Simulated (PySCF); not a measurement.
Cl₄Sn, SMILES [Cl][Sn-]([Cl])([Cl])[Cl] (connectivity only; charge and spin as stated), charge -1, multiplicity 2. Atoms are numbered in the order given.

```xyz
5

Sn     0.0000     0.0000     0.0000
Cl    -1.4499     1.4499    -1.4499
Cl     1.4499     1.4499     1.4499
Cl     1.4499    -1.4499    -1.4499
Cl    -1.4499    -1.4499     1.4499
```
Charge -1, spin multiplicity 2.

Geometry optimised at PBE0-D3(BJ)/def2-SVPD. The def2 effective core potentials stand for the cores of Sn; spin–orbit coupling is left out.

Level of theory: PySCF with IEF-PCM-B3LYP/def2-SVPD.

The values are the electrostatic part of the solvation free energy, E(continuum) − E(gas) at the gas-phase geometry, in a cavity of scaled van der Waals radii (PySCF's table); cavitation and dispersion terms are not included. A continuum can't describe solvent molecules that bind to the metal.

```
solvent           ε  ΔG(elec) (kcal/mol)
------------  -----  -------------------
water         78.36           (withheld)
acetonitrile  35.69                -41.6
acetone       20.49                -40.7
```

Q: Some entries are withheld; supply them. (The exact figures need the calculation; the answer reports its results.)

A: 
- water, ΔG(elec) (kcal/mol): -42.3
